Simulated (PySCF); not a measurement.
B²⁺ (boron, charge +2) across methods

[He] 3d1, 2D determinant (an excited configuration). All numbers are calculated (PySCF 2.14, scalar relativity by spin-free X2C-1e, in aug-cc-pVTZ-DK (5s4p3d2f, 46 functions)).

```json
{"method": "r2SCAN0", "E (hartree)": "-22.5520", "mean ε 1s β (eV)": "-231.68", "mean ε 1s α (eV)": "-231.68", "mean ε 3d α (eV)": "-12.292", "Σ⟨r²⟩ (bohr²)": "14.29", "⟨S²⟩": "0.750"}
{"method": "PBE0", "E (hartree)": "-22.5268", "mean ε 1s β (eV)": "-229.36", "mean ε 1s α (eV)": "-229.37", "mean ε 3d α (eV)": "-12.460", "Σ⟨r²⟩ (bohr²)": "13.96", "⟨S²⟩": "0.750"}
{"method": "LDA", "E (hartree)": "-22.2656", "mean ε 1s β (eV)": "-219.94", "mean ε 1s α (eV)": "-219.95", "mean ε 3d α (eV)": "-11.618", "Σ⟨r²⟩ (bohr²)": "14.41", "⟨S²⟩": "0.750"}
{"method": "r2SCAN", "E (hartree)": "-22.5585", "mean ε 1s β (eV)": "-225.16", "mean ε 1s α (eV)": "-225.14", "mean ε 3d α (eV)": "-11.853", "Σ⟨r²⟩ (bohr²)": "14.05", "⟨S²⟩": "0.750"}
{"method": "PBEsol", "E (hartree)": "-22.4030", "mean ε 1s β (eV)": "-220.82", "mean ε 1s α (eV)": "-220.83", "mean ε 3d α (eV)": "-11.815", "Σ⟨r²⟩ (bohr²)": "13.91", "⟨S²⟩": "0.750"}
{"method": "UHF", "E (hartree)": "-22.48979", "mean ε 1s β (eV)": "-250.69", "mean ε 1s α (eV)": "-250.69", "mean ε 3d α (eV)": "-13.549", "Σ⟨r²⟩ (bohr²)": "15.04", "⟨S²⟩": "0.750"}
{"method": "B97-3", "E (hartree)": "-22.5783", "mean ε 1s β (eV)": "-230.18", "mean ε 1s α (eV)": "-230.17", "mean ε 3d α (eV)": "-12.581", "Σ⟨r²⟩ (bohr²)": "13.93", "⟨S²⟩": "0.750"}
{"method": "M06-2X", "E (hartree)": "-22.5643", "mean ε 1s β (eV)": "-236.26", "mean ε 1s α (eV)": "-236.26", "mean ε 3d α (eV)": "-12.870", "Σ⟨r²⟩ (bohr²)": "14.14", "⟨S²⟩": "0.750"}
```

**Question.** Estimate the same row for PBE.

**Answer.** E (hartree) = -22.5226; mean ε 1s β (eV) = -222.00; mean ε 1s α (eV) = -222.01; mean ε 3d α (eV) = -12.011; Σ⟨r²⟩ (bohr²) = 13.65; ⟨S²⟩ = 0.750.

The outer electron is Rydberg-like, and this basis confines it to a smaller radius and binds it less than a complete one would.
